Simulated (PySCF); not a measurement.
These compounds are isomers of formula C$_{2}$H$_{8}$O$_{2}$Si$_{3}$.

A. `C(#C)[SiH2]O[SiH2][SiH2]O`
B. SMILES [Si@H](O)(C#C[SiH3])O[SiH3]
C. SMILES C#C[SiH](O[SiH3])O[SiH3]
D. `O[Si]([SiH2]C#C)(O)[SiH3]`

Spectrum 1. $^{1}$H NMR (400 MHz, computed): δ 5.18 (s, 3H), 4.51 (s, 1H), 4.23 (s, 3H), 2.31 (br s, 1H). $^{13}$C{$^{1}$H} NMR (computed): δ 120.8 (C), 106.0 (C).

Spectrum 2. $^{1}$H NMR (400 MHz, computed): δ 5.68 (m, 2H), 5.64 (m, 2H), 5.03 (d, 2H), 2.01 (t, 1H), 0.17 (br s, 1H). $^{13}$C{$^{1}$H} NMR (computed): δ 102.7 (CH), 88.8 (C).

Spectrum 3. $^{1}$H NMR (400 MHz, computed): δ 4.23 (d, 2H), 3.33 (s, 3H), 1.83 (t, 1H), 1.44 (br s, 2H). $^{13}$C{$^{1}$H} NMR (computed): δ 105.2 (CH), 84.8 (C).

Spectrum 4. $^{1}$H NMR (400 MHz, computed): δ 5.26 (s, 6H), 4.61 (d, 1H), 1.73 (d, 1H). $^{13}$C{$^{1}$H} NMR (computed): δ 96.9 (CH), 89.9 (C).

[PySCF: GFN2-xTB geometry; PBE0/pcSseg-1 with gauge-including orbitals; non-relativistic; one conformer; in vacuum; equivalent nuclei averaged]

Chemical shifts δ = σref − σ; $^{1}$H and $^{13}$C vs TMS, all at this level. Where no couplings were computed, multiplicities follow the n + 1 count of equivalent neighbours, and m marks all less simple cases (inequivalent or close neighbours, rings, F or P nearby). Shifts are as computed. Against solution values, carbons near 30 ppm lie about +3 ppm off and those near 130 ppm about +5 ppm. Of 1211 compounds with measured shifts, 218 miss one by over three times the rms of a fit or turn the order of signals round; such compounds aren't used in these exercises. OH and NH positions are gas-phase values without hydrogen bonding to other molecules.

Which spectrum belongs to which compound?

## Answers

1–B, 2–A, 3–D, 4–C.

- Spectrum 1 (B): 2 $^{13}$C signals; δH 2.31 is the hydrogen on an oxygen bonded to Si; δC 120.8 is an alkyne carbon.
- Spectrum 2 (A): 2 $^{13}$C signals; δC 102.7 is a terminal alkyne carbon; δC 88.8 is an alkyne carbon.
- Spectrum 3 (D): 2 $^{13}$C signals; δC 84.8 is an alkyne carbon; δH 1.83 is the hydrogen on a terminal alkyne carbon.
- Spectrum 4 (C): 2 $^{13}$C signals; δC 96.9 is a terminal alkyne carbon; δC 89.9 is an alkyne carbon.
